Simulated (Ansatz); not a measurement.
## Energy profile

The step: SiNH₄Br ([NH2][SiH2][Br]) + H₂ → SiNH₅ ([NH2][SiH3]) + HBr; bonds formed: Si1–H7, Br2–H6; bonds broken: Si1–Br2, H6–H7 (atoms numbered as in the saddle structure below).

```csv
atom,x (Å),y (Å),z (Å)
Si1,-0.2221,-0.1596,-0.3473
Br2,0.6187,1.2824,-2.4772
H3,0.4856,-1.2342,-1.0497
H4,-1.4760,0.5509,-0.6154
N5,-0.4561,-0.7973,1.2171
H6,0.9820,1.2117,-0.5447
H7,0.9576,0.9828,0.2857
H8,-1.0551,-0.3631,1.9008
H9,0.1655,-1.4737,1.6306
```

Electronic energies by CCSD(T) at an estimated basis limit (MP2 extrapolated from triple and quadruple zeta, plus CCSD(T) − MP2 in triple zeta), on PBE0-D4/def2-TZVP structures; SiNH6Br, singlet; no counterpoise correction. Program: Ansatz 0.2.0. Basis: def2-TZVPP and def2-QZVPP. Cores are frozen in the correlated methods. Filled d shells of the heavier atoms are correlated. The def2 sets are not built for correlating such inner shells, so the correlated values are less sure here. Extrapolation: Hartree–Fock as exp(−7.88 √X), correlation as X^−2.97.

Give the profile in kJ/mol, counted from the separated reactants. (To be estimated.)

The calculation gives:
```json
{"point": "separated: SiNH4Br (linked as [NH2][SiH2][Br]; Si1, Br2, H3, H4, N5, H8, H9; singlet) + H2 (H6, H7; singlet)", "kJ/mol": "0.0"}
{"point": "start structure", "kJ/mol": "-2.4"}
{"point": "saddle", "kJ/mol": "205.8"}
{"point": "end structure", "kJ/mol": "87.5"}
{"point": "separated: SiNH5 (linked as [NH2][SiH3]; Si1, H3, H4, N5, H7, H8, H9; singlet) + HBr (Br2, H6; singlet)", "kJ/mol": "93.4"}
```

The T1 diagnostic stays at or below 0.010.

For scale, one of the runs: CCSD(T)/def2-TZVPP, 205 basis functions, launched by `ansatz run in.yaml --threads 4 --pin off --events-out ev --progress --plain --max-ram 9574MiB`. Hardware: 4 CPU threads of an Arm Neoverse V2, shared host. Wall time 55 s; peak host memory 2.6 GiB.
